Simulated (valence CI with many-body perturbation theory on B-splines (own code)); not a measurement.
Results of a calculation; reference values are marked as such.
From CI to CI+MBPT in Yb¹⁹⁺

Method: valence CI with perturbative core correlation (CI+MBPT): five valence electrons over a frozen Dirac-Fock core [Kr] 4d10, a basis of 7 s, 7 p, 7 d, 7 f, 4 g, 2 h functions for each j, with the one-electron correlation potential Σ1 (screened to all orders), the two-electron term Σ2, the three-electron term Σ3, Breit, model QED; selected single and double excitations, second order for the rest (own B-spline code, finite nucleus).

No measured spectrum was set against this ion. As an estimate, terms of the open shell hold to a few per cent of their energy, and close levels can change places. Core correlation moves these levels by up to 2600 cm⁻¹, and in measured spectra 5 to 20 % of such shifts remained as error; rates that hang on mixing are uncertain with them. Among the levels kept, up to 880 cm⁻¹ of a level comes from second order outside the variational space, and about a tenth of that is noise between levels of different J, which matters for small intervals. Only levels of the ground parity were solved; by the run's estimate the other parity begins above the list, which can be wrong where configurations are misplaced.

Each rung adds one term. CI alone is the Dirac-Coulomb CI over the frozen core; QED comes last and gives the full result, which names the levels. Energies are above 4f⁵ ⁶H°_5/2 on the same rung, in eV.

Names give the largest LS component (configuration and term), which can be under half, so a name can repeat, a term be missing and a line seem to break the LS rules; names also repeat where a configuration has a term twice. Letters in brackets count levels of one name in rising energy.

```csv
Level,CI alone
4f⁵ ⁶H°_7/2,0.6128
4f⁵ ⁶H°_9/2,1.253
4f⁵ ⁶H°_11/2,1.887
4f⁵ ⁶F°_1/2,2.095
4f⁵ ⁶F°_3/2,2.105
4f⁵ ⁶F°_5/2,2.228
4f⁵ ⁶H°_13/2,2.490
4f⁵ ⁶F°_7/2,2.737
4f⁵ ⁶H°_15/2,3.047
4f⁵ ⁶F°_9/2,3.376
4f⁵ ⁶F°_11/2,4.053
4f⁵ ⁴G°_5/2 [a],4.413
4f⁵ ⁴M°_15/2 [a],5.245
4f⁵ ⁴F°_3/2,4.870
4f⁵ ⁴I°_9/2,5.587
4f⁵ ⁴G°_7/2 [a],5.505
```

(1) What do these energies become with core correlation, Breit and QED?

(2) How does the ionisation energy move along the ladder, and which term matters most?

Results:

(1) 4f⁵ ⁶H°_7/2 0.6467 (+0.0339); 4f⁵ ⁶H°_9/2 1.303 (+0.0496); 4f⁵ ⁶H°_11/2 1.933 (+0.0463); 4f⁵ ⁶F°_1/2 2.085 (-0.0094); 4f⁵ ⁶F°_3/2 2.101 (-0.0042); 4f⁵ ⁶F°_5/2 2.216 (-0.0119); 4f⁵ ⁶H°_13/2 2.522 (+0.0325); 4f⁵ ⁶F°_7/2 2.752 (+0.0148); 4f⁵ ⁶H°_15/2 3.046 (-0.0009); 4f⁵ ⁶F°_9/2 3.397 (+0.0211); 4f⁵ ⁶F°_11/2 4.063 (+0.0096); 4f⁵ ⁴G°_5/2 [a] 4.472 (+0.0589); 4f⁵ ⁴M°_15/2 [a] 5.018 (-0.2267); 4f⁵ ⁴F°_3/2 5.056 (+0.1861); 4f⁵ ⁴I°_9/2 5.571 (-0.0160); 4f⁵ ⁴G°_7/2 [a] 5.628 (+0.1228).

(2) CI alone 475.41, + Σ1 478.41, + Σ2 487.70, + Σ3 487.73, + Breit 487.73, + QED 487.76 eV. The largest step is Σ2, 9.29 eV. NIST lists 505 ± 25 eV (theoretical).
